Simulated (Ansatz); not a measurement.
Species: sum formula GeIF2 (charge 0, doublet). It need not be the lowest isomer of its formula. 
Structure (B3LYP-D3(BJ)/def2-TZVP (Ansatz, a program for electronic structure) minimum search):
SMILES: [Ge]([F])([F])[I]
```xyz
4

F     -1.9235     1.3922    -0.2358
Ge    -1.1296     0.0186     0.4905
F     -1.9700    -1.3250    -0.2397
I      1.3432    -0.0227    -0.2154
```
Charge 0, spin multiplicity 2.

Total electronic energies in hartree. Valence correlation only, unless marked. Open shells are spin-unrestricted. Spin-orbit coupling is left out. Frozen are the shells of the preceding noble gas and the d and f shells that filled before the atom's block. In def2 rows, elements after Kr have scalar-relativistic effective core potentials. STO-3G rows are all-electron and non-relativistic. CBS(X,Y): correlation extrapolated as X^-3; Hartree-Fock from the larger set. The bracket is a focal-point correction in the basis named.

| level | program | energy (Eh) |
|---|---|---|
| HF/STO-3G | Ansatz | -9098.55884 |
| revPBE/def2-TZVPD | Ansatz | -2574.39605 |
| r2SCAN/def2-TZVPD | Ansatz | -2574.61046 |
| B3LYP/def2-TZVPD | Ansatz | -2574.72047 |
| PBE0/STO-3G | Ansatz | -9102.05257 |
| BHLYP-D3(BJ)/def2-TZVPD | Ansatz + dftd3 | -2574.44378 |
| r2SCAN0/def2-TZVPD | Ansatz | -2574.53364 |
| LC-wPBE-D3(BJ)/def2-TZVPD | Ansatz + dftd3 | -2574.23020 |
| RPA@PBE/def2-TZVPP | Ansatz | -2572.15525 |
| SCS-MP2/def2-SVP | Ansatz | -2571.07461 |
| CCSD(T)/def2-TZVPP | Ansatz | -2571.86179 |
| CCSD(T)/def2-QZVPP | Ansatz | -2571.99117 |
| RI-MP2/CBS(def2-TZVPP,def2-QZVPP)+[CCSD(T)-MP2]/def2-SVP | Ansatz | -2572.0321 |
| RI-MP2/CBS(def2-TZVPP,def2-QZVPP)+[CCSD(T)-MP2]/def2-TZVPP | Ansatz | -2572.0460 |
| CCSD(T)/CBS(def2-TZVPP,def2-QZVPP) | Ansatz | -2572.0465 |

Totals of different functionals don't rank their quality; only differences between species are comparable.
